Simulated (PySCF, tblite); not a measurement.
Isomers of C7H15ClSi, one GFN2-xTB conformer each. Single-point energies are computed at PBE0/pcSseg-1 (PySCF, gas phase, no added dispersion term), electronic only.

Question: Rank them by PBE0/pcSseg-1 energy, lowest first (kJ/mol).
A. `[CH2:1]=[C:2]([CH3:3])[CH2:4][Si@@H:5]([Cl:6])[CH2:7][CH2:8][CH3:9]` with C1–C2–C4–Si5 101°, C2–C4–Si5–Cl6 -176°, C4–Si5–C7–C8 -178°, Si5–C7–C8–C9 177°
B. `[CH3:1][C@:2]([SiH3:3])([Cl:4])[CH2:5][CH:6]1[CH2:7][CH2:8][CH2:9]1` with C1–C2–C5–C6 179°, C2–C5–C6–C7 -170°, C5–C6–C7–C8 -134°, C6–C7–C8–C9 12°, C7–C8–C9–C6 -12°, C5–C6–C9–C8 131°
C. `[CH3:1]/[C:2]([SiH3:3])=[C:4](/[Cl:5])[CH2:6][CH:7]([CH3:8])[CH3:9]` with C2–C4–C6–C7 -107°, C4–C6–C7–C8 63°

Answer: A (0.0), C (179.6), B (208.4).

As drawn, the lowest has a C=C bond outside aromatic rings, which the highest lacks; the highest has a four-membered ring, which the lowest lacks. GFN2-xTB itself gives, in the same order: 0.0, 57.6, 51.5. Both levels put the same isomer lowest; measured from each level's own lowest isomer, the values differ by up to 156.9 kJ/mol (C[C@]([SiH3])(Cl)CC1CCC1: 51.5 against 208.4).

Which frontier levels, dipoles and rotational constants go with these structures?

| SMILES | HOMO (eV, PBE0/pcSseg-1) | LUMO (eV) | dipole (D) | A, B, C (MHz) |
| --- | --- | --- | --- | --- |
| C=C(C)C[Si@@H](Cl)CCC | -7.02 | 0.21 | 1.69 | 1204, 701.7, 499.5 |
| C/C([SiH3])=C(/Cl)CC(C)C | -7.01 | -0.23 | 1.97 | 1758, 696.3, 570.5 |
| C[C@]([SiH3])(Cl)CC1CCC1 | -7.87 | 0.43 | 1.89 | 1752, 720.6, 642.2 |

What happens when harmonic zero-point energies from GFN2-xTB frequencies are added?

```tsv
SMILES	ZPE (kJ/mol)	electronic (kJ/mol)	with ZPE (kJ/mol)
C=C(C)C[Si@@H](Cl)CCC	525.6	0.0	0.0
C/C([SiH3])=C(/Cl)CC(C)C	513.8	179.6	167.8
C[C@]([SiH3])(Cl)CC1CCC1	520.2	208.4	203.0
```

The zero-point energies span 11.8 kJ/mol. The order is unchanged.
